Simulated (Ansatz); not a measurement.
`[SiH3]OBS` + `N=CCF` → `FC/C=N\[SiH3]` + `OBS`  (ligand exchange at the Si–O bond)

Calculated with Ansatz (gas phase, PBE0-D4/def2-TZVP geometries, no zero-point term in ΔE). CCSD(T)/CBS is the MP2 limit (def2-TZVPP, def2-QZVPP) plus CCSD(T) − MP2 in def2-TZVPP, frozen cores. Functionals use def2-TZVPP. B3LYP here is the variant with VWN-RPA as its local correlation; programs differ in this. Each species was taken in one conformer, which may not be the lowest.

| level | ΔE (eV) |
| --- | --- |
| B3LYP-D4 | 0.60 |
| B2PLYP | 0.61 |
| PBE0 | 0.55 |
| CCSD(T)/def2-TZVPP | 0.62 |
| MP2/def2-QZVPP | 0.60 |
| HF/CBS(def2) | 0.72 |
| MP2/CBS(def2) | 0.60 |
| CCSD/CBS(def2) | 0.64 |

What does CCSD(T)/CBS give? (An estimate is asked.)

The calculation gave: +0.62 eV. The listed levels differ from it by -0.02, -0.01, -0.07, 0.00, -0.02, 0.10, -0.02, 0.02 eV.

Largest T1 diagnostic among the species: 0.013.

In def2-TZVPP, CCSD(T) changes the Hartree–Fock value by −0.09 eV (the triples alone add −0.02 eV) and MP2 by −0.12 eV. From PBE to PBE0 (25 % exact exchange), in def2-TZVPP and without D4, ΔE moves by +0.04 eV.
